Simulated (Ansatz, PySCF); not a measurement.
Cl3OSi, SMILES [O][Si](Cl)(Cl)Cl (connectivity only; charge and spin as stated), charge -1, multiplicity 1.

Geometry optimised at B3LYP-D3(BJ)/def2-SVPD. The spin state was assumed, not searched. The isomer is the one that the SMILES or the coordinates give; other isomers of the formula were not compared.

Estimates of the vertical detachment energy (IE) of the anion in eV. Rows of orbital energies are one-electron estimates, which approximate functionals can put far too low.

| level | IE |
|---|---|
| −ε(HOMO), −ε(LUMO), B3LYP/def2-SVPD (PySCF) | 3.13 |
| −ε(HOMO), −ε(LUMO), PBE/def2-SVPD (PySCF) | 1.94 |
| ΔSCF, PBE0/def2-SVPD (Ansatz), final states of multiplicity 2 | 5.37 |
| ΔSCF, PBE/def2-SVPD (Ansatz), final states of multiplicity 2 | 5.15 |

Q: What vertical singlet–triplet gap does ΔSCF give with PBE0/def2-SVPD (Ansatz, a quantum-chemistry and plane-wave program) and with PBE/def2-SVPD (Ansatz)? (Estimate from the structure and the level; the computed values follow.)

A: 5.40 and 5.04 eV (triplet above singlet where positive).
